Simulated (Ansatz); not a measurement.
Relaxation of CH5Ga (7 atoms, charge 0, multiplicity 1), to a largest force component of 0.03 eV/Å in at most 50 steps.

These are results of RKS B3LYP-D4/def2-SVP in Ansatz, not measurements.

```xyz
7
Properties=species:S:1:pos:R:3
Ga 0.029 0.032 1.165
H 1.738 -0.682 -0.970
C -0.997 0.416 -0.272
H 1.033 -0.629 -0.951
H 0.700 -0.779 2.300
H -0.520 0.777 -1.184
H -1.983 0.866 -0.088
```

Where does it end, and by what steps?

The forces met the threshold. After 13 steps the energy has fallen by 0.177 eV; H4 moved furthest, 0.53 Å.

```json
{"step": "0", "energy less start (eV)": "0.0000", "largest force component (eV/Å)": "2.435", "accepted": "yes"}
{"step": "1", "energy less start (eV)": "-0.1081", "largest force component (eV/Å)": "0.887", "accepted": "yes"}
{"step": "2", "energy less start (eV)": "-0.1351", "largest force component (eV/Å)": "0.174", "accepted": "yes"}
{"step": "3", "energy less start (eV)": "-0.1484", "largest force component (eV/Å)": "0.207", "accepted": "yes"}
{"step": "4", "energy less start (eV)": "-0.1564", "largest force component (eV/Å)": "0.419", "accepted": "yes"}
{"step": "5", "energy less start (eV)": "-0.1636", "largest force component (eV/Å)": "0.351", "accepted": "yes"}
{"step": "6", "energy less start (eV)": "-0.1683", "largest force component (eV/Å)": "0.228", "accepted": "yes"}
{"step": "7", "energy less start (eV)": "-0.1693", "largest force component (eV/Å)": "0.173", "accepted": "yes"}
{"step": "8", "energy less start (eV)": "-0.1723", "largest force component (eV/Å)": "0.174", "accepted": "yes"}
{"step": "9", "energy less start (eV)": "-0.1718", "largest force component (eV/Å)": "0.118", "accepted": "no"}
{"step": "10", "energy less start (eV)": "-0.1753", "largest force component (eV/Å)": "0.084", "accepted": "yes"}
{"step": "11", "energy less start (eV)": "-0.1750", "largest force component (eV/Å)": "0.079", "accepted": "no"}
{"step": "12", "energy less start (eV)": "-0.1758", "largest force component (eV/Å)": "0.048", "accepted": "yes"}
{"step": "13", "energy less start (eV)": "-0.1765", "largest force component (eV/Å)": "0.029", "accepted": "yes"}
```

```xyz
7
Properties=species:S:1:pos:R:3
Ga 0.041 -0.117 0.926
H 1.757 -0.423 -0.661
C -1.105 0.606 -0.251
H 1.329 -1.043 -0.812
H 0.828 -0.858 2.020
H -0.825 0.738 -1.299
H -2.025 1.097 0.077
```

The run took 56 s on 1 thread of Arm Neoverse N1, on a shared host, peak memory 0.15 GiB.
